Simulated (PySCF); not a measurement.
# Cost against result

Saddle point of BH3BrF, singlet (BH₂F ([BH2][F]) + HBr → BH₂Br ([BH2][Br]) + HF; bonds formed: B1–Br6, F2–H5; bonds broken: B1–F2, H5–Br6), PBE0-D4/def2-TZVP structure:

```csv
atom,x (Å),y (Å),z (Å)
B1,-0.0770,0.3023,-0.4782
F2,1.2218,0.0798,0.2697
H3,-0.1034,-0.3093,-1.4957
H4,-0.4695,1.4154,-0.3467
H5,0.5249,-0.5596,1.0070
Br6,-1.0970,-0.9285,1.0440
```

Barriers are electronic and count from the start structure reached by relaxing down the imaginary mode.

Program: PySCF 2.14 with density fitting (its default auxiliary sets; JK sets also for MP2 and CCSD(T)). Basis: as named in each row. Cores are frozen in the correlated methods. Filled d shells of the heavier atoms are correlated. The def2 sets are not built for correlating such inner shells, so the correlated values are less sure here. B3LYP uses VWN-RPA correlation. Extrapolation: Hartree–Fock as exp(−7.88 √X), correlation as X^−2.97.

Times are rough, for one single point on 4 threads of a shared host (Arm Neoverse V1).

The estimate by CCSD(T) at an estimated basis limit (MP2 extrapolated from triple and quadruple zeta, plus CCSD(T) − MP2 in triple zeta) is 1.008 eV.

```csv
method,basis,time (s),barrier (eV),method less estimate
HF,STO-3G,under 1,0.906,-0.102
B3LYP-D4,6-31G,2,0.921,-0.087
PBE0-D4,def2-SVP,3,0.793,-0.215
PBE-D4,def2-SVP,3,0.633,-0.375
MP2,def2-QZVPP,4,0.919,-0.089
SPW92,def2-TZVPP,5,0.336,-0.672
PBE0-D4,def2-TZVPP,6,0.826,-0.182
BHLYP-D4,def2-TZVPP,6,1.204,0.197
B3LYP-D4,def2-TZVPP,6,1.027,0.019
PBE-D4,def2-TZVPP,7,0.683,-0.324
CCSD(T),def2-SVP,10,1.187,0.179
r2SCAN-D4,def2-TZVPP,13,0.807,-0.201
wB97M-V,def2-TZVPP,82,0.974,-0.034
CCSD(T),def2-TZVPP,170,1.042,0.034
```

All methods are single points on the PBE0-D4 structures.

No T1 diagnostic of these runs exceeds 0.010.

Labels in which every atom is bracketed show which atoms are joined, not bond orders.
